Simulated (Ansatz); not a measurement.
`[SiH3]C[O][ZnH]` + `CS[CH2][SnH3]` → `CS[CH2][ZnH]` + `[SiH3]C[O][SnH3]`  (redistribution)

Gas-phase electronic energies from Ansatz, PBE0-D4/def2-TZVP geometries. CCSD(T)/CBS is the MP2 limit (def2-TZVPP, def2-QZVPP) plus CCSD(T) − MP2 in def2-TZVPP, frozen cores. Elements past krypton have def2 core potentials. For Sn, Zn outer-core shells are correlated without core-valence functions, which leaves a few kJ/mol of doubt a bond. Scalar relativity is left out up to krypton. Each species was taken in one conformer, which may not be the lowest.

`[SiH3]C[O][ZnH]`:

```xyz
10

Si   -0.582   -1.146   -0.100
C    -0.374    0.536   -0.928
O     0.035    1.477    0.031
Zn    1.312    1.280    1.264
H    -1.687   -1.111    0.894
H    -0.789   -2.294   -1.028
H     0.693   -1.362    0.661
H     0.338    0.459   -1.764
H    -1.324    0.865   -1.371
H     2.378    1.297    2.339
```

`CS[CH2][SnH3]`:

```xyz
12

C    -1.441    1.941    0.128
S     0.192    1.245   -0.158
C    -0.138   -0.497    0.079
Sn    1.673   -1.631   -0.209
H    -1.354    3.022    0.014
H    -1.790    1.720    1.139
H    -2.161    1.565   -0.602
H    -0.878   -0.859   -0.640
H    -0.501   -0.695    1.091
H     2.251   -1.394   -1.795
H     2.846   -1.137    0.925
H     1.300   -3.281    0.028
```

`CS[CH2][ZnH]`:

```xyz
10

C    -1.379   -0.637    0.400
S     0.087   -0.319    1.386
C     1.322   -0.134    0.077
Zn    0.884    1.474   -0.944
H    -1.265   -1.547   -0.191
H    -2.213   -0.770    1.091
H    -1.615    0.199   -0.266
H     2.272    0.020    0.597
H     1.416   -1.065   -0.488
H     0.490    2.780   -1.662
```

`[SiH3]C[O][SnH3]`:

Z-matrix (Å, degrees):
```
Si
C 1 1.889
H 1 1.491 2 109.5
H 1 1.486 2 110.1 3 119.8
H 1 1.486 2 110.1 3 -119.8
O 2 1.412 1 107.8 3 -180.0
H 2 1.102 1 109.1 3 57.8
H 2 1.102 1 109.1 3 -57.8
Sn 6 1.973 2 119.0 1 180.0
H 9 1.698 6 104.0 2 -179.9
H 9 1.708 6 106.9 2 59.6
H 9 1.709 6 106.9 2 -59.5
```

```
           species  MP2/CBS(def2) energy (Eh)
 `[SiH3]C[O][ZnH]`                -2184.24698
   `CS[CH2][SnH3]`                 -692.61184
    `CS[CH2][ZnH]`                -2255.81284
`[SiH3]C[O][SnH3]`                 -621.03490
```

Problem. Work out ΔE.

Solution. ΔE = (-2255.81284) + (-621.03490) − (-2184.24698) − (-692.61184) = 0.01108 Eh = +29.1 kJ/mol. CCSD(T)/CBS gives +28.5 kJ/mol.

Largest T1 diagnostic among the species: 0.017.

In def2-TZVPP, CCSD(T) changes the Hartree–Fock value by +5.8 kJ/mol (the triples alone add +0.1 kJ/mol) and MP2 by +6.4 kJ/mol.
